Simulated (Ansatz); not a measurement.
Isolated molecules relaxed with PBE0-D4/def2-TZVP in Ansatz; ΔE leaves out vibrations. CCSD(T)/CBS adds triple-zeta CCSD(T) − MP2 to the extrapolated MP2 energy (def2 sets, frozen cores). This one scheme is used for every species. DFT in def2-TZVPP. For Ge, Se outer-core shells are correlated without core-valence functions, which leaves a few kJ/mol of doubt a bond. Scalar relativity is left out up to krypton. Each species was taken in one conformer, which may not be the lowest.

Reaction (ligand exchange at a Ge–O bond): `O[SiH](F)[O][GeH3]` + `[SiH3][SeH]` → `[SiH3][Se][GeH3]` + `O[SiH](O)F`

(1) Is it downhill or uphill in electronic energy at CCSD(T)/CBS, and by how much? (Estimate.)

(2) What do these levels give: PBE-D4, r2SCANh-D4, r2SCAN0-D4, r2SCAN0, RPA@PBE/def2-TZVPP, CCSD/def2-SVP? (An estimate is asked.)

Largest T1 diagnostic among the species: 0.012.

## Answers

(1) Computed: Downhill: ΔE = -24.9 kJ/mol.

(2) Computed: PBE-D4 -33.1, r2SCANh-D4 -26.5, r2SCAN0-D4 -27.6, r2SCAN0 -27.4, RPA@PBE/def2-TZVPP -13.8, CCSD/def2-SVP -7.4 kJ/mol.

At CCSD(T), def2-SVP lies +16.3 kJ/mol from the extrapolated value and def2-TZVPP +5.3 kJ/mol. In def2-TZVPP, CCSD(T) changes the Hartree–Fock value by −12.0 kJ/mol (the triples alone add −2.0 kJ/mol) and MP2 by −17.5 kJ/mol.
